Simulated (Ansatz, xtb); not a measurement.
## OSeZn: which of two spin states lies lower

We compare I, the triplet with the links of `[O]1[Zn][Se]1`, with II, `[O]1[Zn][Se]1`, a singlet. Both are isolated molecules in the gas phase, relaxed with r2SCAN-D4/def2-TZVP.

I (Å):

```yaml
atoms:
  - { symbol: O, position_ang: [1.5277, -2.7012, -0.9679] }
  - { symbol: Se, position_ang: [-0.1510, -2.7099, -1.5285] }
  - { symbol: Zn, position_ang: [0.7188, -1.5761, 0.4774] }
```

II (Å):

```xyz
3

O     1.5156   -2.7247   -1.0019
Se   -0.2604   -2.6652   -1.5016
Zn    0.6854   -1.6423    0.3693
```

Task: Estimate which is lower in electronic energy at CCSD(T)/def2-TZVPP, and by roughly how much.

Result: The CCSD(T)/def2-TZVPP calculation puts structure I lower, by 18.4 kcal/mol.

Level by level:

| level | geometry | E(II) − E(I) (kcal/mol) | departure from the last row (kcal/mol) | job, with rough time for the two |
| --- | --- | --- | --- | --- |
| r2SCAN-D4/def2-TZVP | r2SCAN-D4/def2-TZVP | +21.1 | +2.7 | optimisation, 3.5 min |
| HF/def2-TZVPP | r2SCAN-D4/def2-TZVP | +36.7 | +18.2 | part of the CCSD(T) run |
| MP2/def2-TZVPP | r2SCAN-D4/def2-TZVP | +20.8 | +2.4 | part of the CCSD(T) run |
| CCSD(T)/def2-TZVPP | r2SCAN-D4/def2-TZVP | +18.4 |  | single point, 6.6 min |

None of the levels shown reverses the order. The largest departure from CCSD(T)/def2-TZVPP is that of HF/def2-TZVPP, 18.2 kcal/mol. Levels run at GFN2-xTB geometries aren't shown.

With harmonic frequencies from r2SCAN-D4/def2-TZVP (ideal gas, rigid rotor, one conformer each, 298.15 K, 1 atm): the zero-point term adds −0.2 kcal/mol; ΔH is +18.3 and ΔG +18.9 kcal/mol.

The T1 diagnostic of structure II is large, so the coupled-cluster value is less sure. Open shells are spin-unrestricted. The closed-shell singlet above a triplet ground state is poorly described by one determinant. The correlated steps freeze 15 core orbitals; the filled d shell of Se is correlated; the last core shell of Zn is correlated, in a basis made for valence electrons. ΔG holds the spin degeneracy. Codes used: Ansatz 0.2.0; the last row on 2 threads of Intel(R) Xeon(R) Processor @ 2.50GHz (Skylake/Cascade Lake) on a shared host.
